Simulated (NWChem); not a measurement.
System: Si$_{2}$NH$_{5}$F$_{2}$; SMILES N([SiH2]F)[SiH2]F

Here is an NWChem input.

```
start job
memory heap 200 mb stack 900 mb global 1100 mb
geometry units angstroms noautosym nocenter noautoz
  Si    -0.328921     1.383944    -0.087463
  F      0.839393     2.382625    -0.618096
  N      0.339334    -0.067883     0.567703
  Si     0.481635    -1.614999    -0.187155
  F     -0.705018    -2.616832     0.294547
  H     -1.059660     2.130714     0.968250
  H     -1.169700     1.021584    -1.255279
  H      0.694008    -0.003749     1.519656
  H      1.755598    -2.263774     0.215888
  H      0.340567    -1.429889    -1.652851
end
basis spherical
  * library def2-svp
end
dft
  xc m05-2x
  iterations 150
end
cosmo
  do_cosmo_smd true
  solvent octanol
end
task dft energy
```

All runs use the structure optimised with PBE0/def2-SVP. Solvent: 1-octanol.

Level: M05-2X/def2-SVP with SMD (1 M gas to 1 M solution), gas-phase geometry. Reactions with the solvent are ignored.

Question: What results follow from this input? (M05-2X/def2-SVP, SMD on the gas-phase geometry.) Quantities: solvation free energy (kcal/mol); cavity-dispersion-structure term (kcal/mol); dipole in solution (D).

Answer: 
| Quantity | Result |
|---|---|
| solvation free energy (kcal/mol) | -4.1 |
| cavity-dispersion-structure term (kcal/mol) | 0.8 |
| dipole in solution (D) | 1.27 |
